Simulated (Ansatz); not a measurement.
The cluster Sn2F5⁻: single points at one geometry.

```yaml
crystal:
  periodic: [false, false, false]
  atoms:
    - {symbol: Sn, position_ang: [1.225582, 0.041395, -1.393762]}
    - {symbol: Sn, position_ang: [-1.090769, -0.409630, 1.442822]}
    - {symbol: F, position_ang: [2.002588, -0.670929, 0.348976]}
    - {symbol: F, position_ang: [2.296677, 1.773020, -1.382690]}
    - {symbol: F, position_ang: [-3.006498, 0.198880, 1.117279]}
    - {symbol: F, position_ang: [-0.328230, 0.907110, -0.125467]}
    - {symbol: F, position_ang: [-1.099360, -1.839855, -0.007158]}
basis:
  gaussian: {orbitals: def2-TZVPD, initial_orbitals: start.molden}
total_charge: -1
hamiltonian: {xc: {name: wB97M-V}}
scf: {omitted_lower_state_checks: [starts]}
output: {orbitals: {seedname: orbitals}}
```

The file start.molden holds the orbitals of an earlier run on this structure, at another level or in another basis.

```sh
$ ansatz run in.yaml --threads 4 --pin off --events-out ev --progress --plain --max-ram 8704MiB
```

It prints (some lines left out):

```
Functional definition: wB97M-V
1869 factors; their error is unknown
506 factors; integrals over basis functions are off by at most 1.7e-5 eV
mean field evaluation 1: about -25257.8068 eV, gradient 1.6e1 eV
mean field evaluation 2: about -25257.9051 eV, gradient 1.8e-1 eV
mean field evaluation 4: about -25258.0144 eV, gradient 3.2e-4 eV
mean field -25258.01444377 eV, -928.2149103113 hartree, gradient 2.4e-5 eV, S^2 0.000000; 0 other end points of the search recorded, 0 dependent functions left out
reference -25258.01451792 eV, -928.2149130365 hartree; 45, 45 occupied and 267, 267 virtual orbitals, 1869 factors
Total energy: -25258.01451792 eV, -928.2149130365 hartree
Checks for a lower state left out: starts
```

Hardware: 4 threads of Intel Xeon 6975P-C on a shared host. Wall time 8.5 s, peak host memory 1.6 GiB.

The first input with `hamiltonian: {xc: pbe, dispersion: d4}`, `output: {forces: true, orbitals: {seedname: orbitals}}` (abridged; 2.4 s):

```
Functional definition: PBE
mean field -25251.01575220 eV, -927.9577131400 hartree, gradient 2.2e-5 eV, S^2 0.000000
Total energy: -25251.24899670 eV, -927.9662847175 hartree
Atom 0 force     0.178986     0.155398     0.354525 eV/Å
Atom 1 force    -0.206735    -0.081613    -0.364036 eV/Å
Atom 2 force    -0.069508     0.063000    -0.234122 eV/Å
Atom 3 force    -0.136351    -0.220567    -0.024843 eV/Å
Atom 4 force     0.241953    -0.072035     0.064080 eV/Å
Atom 5 force    -0.003228     0.009387    -0.001311 eV/Å
Atom 6 force    -0.005117     0.146429     0.205708 eV/Å
Dipole moment:     0.105174    -0.284815     0.037350 e Å
Checks for a lower state left out: starts
```

First input, but with `hamiltonian: {xc: r2scan, dispersion: d4}` (abridged; 3.2 s):

```
Functional definition: r2SCAN
mean field -25262.52239886 eV, -928.3805746053 hartree, gradient 1.8e-5 eV, S^2 0.000000
Total energy: -25262.57501886 eV, -928.3825083549 hartree
Checks for a lower state left out: starts
```

The first input with `hamiltonian: {xc: {name: r2SCAN0}, dispersion: d4}` (abridged; 5.5 s):

```
Functional definition: r2SCAN0
mean field -25258.63134054 eV, -928.2375808495 hartree, gradient 1.7e-5 eV, S^2 0.000000
Total energy: -25258.69662920 eV, -928.2399801635 hartree
Checks for a lower state left out: starts
```

As the first input, with `hamiltonian: {xc: {name: CAM-B3LYP}, dispersion: d4}` (abridged; 4.7 s):

```
Functional definition: CAM-B3LYP
mean field -25260.00360882 eV, -928.2880107787 hartree, gradient 1.4e-5 eV, S^2 0.000000
Total energy: -25260.21314474 eV, -928.2957110819 hartree
Checks for a lower state left out: starts
```

The first input with `gaussian: {orbitals: def2-SVPD, initial_orbitals: start.molden}`, `correlation: {method: ccsd_t}` and without the key `hamiltonian` (abridged; 41 s):

```
Functional definition: HF
mean field -25138.87273844 eV, -923.8365333978 hartree, gradient 2.3e-6 eV, S^2 0.000000
13 core orbitals not correlated: weight in the atoms' cores, before any rotation towards them, 1.000 or more for the frozen orbitals, at most 0.000 for the correlated occupied ones
second order -33.61660787 eV of doubles, -0.00000000 eV of singles
cycle   1  -32.70345909 eV  change    9.1e-1 eV  update   1.9e-1
cycle   2  -33.67065191 eV  change   -9.7e-1 eV  update   6.7e-2
cycle   3  -33.91254644 eV  change   -2.4e-1 eV  update   3.2e-2
cycle   4  -33.90477065 eV  change    7.8e-3 eV  update   7.4e-3
cycle   5  -33.89299848 eV  change    1.2e-2 eV  update   3.2e-3
cycle   6  -33.89394316 eV  change   -9.4e-4 eV  update   1.0e-3
cycle   7  -33.89454703 eV  change   -6.0e-4 eV  update   4.3e-4
cycle   8  -33.89428961 eV  change    2.6e-4 eV  update   1.4e-4
cycle   9  -33.89421853 eV  change    7.1e-5 eV  update   4.9e-5
perturbative correction -0.93379557 eV, -0.0343163543 hartree
Total energy: -25173.70075255 eV, -925.1164393089 hartree
Checks for a lower state left out: starts
```

First input, but with `hamiltonian: {xc: pbe0, dispersion: d4}` (abridged; 4.3 s):

```
Functional definition: PBE0
mean field -25250.63971515 eV, -927.9438940336 hartree, gradient 1.2e-5 eV, S^2 0.000000
Total energy: -25250.83969582 eV, -927.9512431876 hartree
Checks for a lower state left out: starts
```

Geometry: B3LYP-D4/def2-SVPD.

In the def2 sets Sn takes a core potential; there is no spin–orbit coupling. Correlated methods freeze 13 core orbitals; core or outer-core shells of Sn are correlated, in sets that lack core-valence functions. The structure comes from a short search, and lower isomers may exist.
